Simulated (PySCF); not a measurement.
**Correlation energy of Se⁺ (selenium, charge +1)**

[Ar] 3d10 4s2 4p3, high-spin 4S determinant. Calculation: PySCF 2.14, in aug-cc-pVDZ-DK (6s5p3d, 36 functions); the spin-free X2C one-electron Hamiltonian (Gaussian nucleus). Frozen: [Ar] 3d10; 5 electrons correlated.

MP2 pair energies summed by pair of shells (mhartree):

```
 pair  energy  share (%)
4s-4p  -37.36       65.1
4p-4p  -13.53       23.6
4s-4s   -6.49       11.3
```

Total MP2 correlation energy: -57.38 mhartree.

Same-spin part -15.49 and opposite-spin part -41.89 mhartree; SCS-MP2 scales them by 1/3 and 6/5 to -55.43 mhartree.

```json
{"level": "CCSD", "correlation energy (mhartree)": "-72.14"}
{"level": "(T)", "correlation energy (mhartree)": "-0.82"}
{"level": "CCSD(T)", "correlation energy (mhartree)": "-72.96"}
```

Diagnostics: T1 = 0.0017, D1 = 0.0031, largest double amplitude 0.046.

**Question.** Is a single reference adequate?

**Answer.** Yes, within this model without spin-orbit coupling: T1 lies below 0.03 and no double amplitude reaches 0.07.
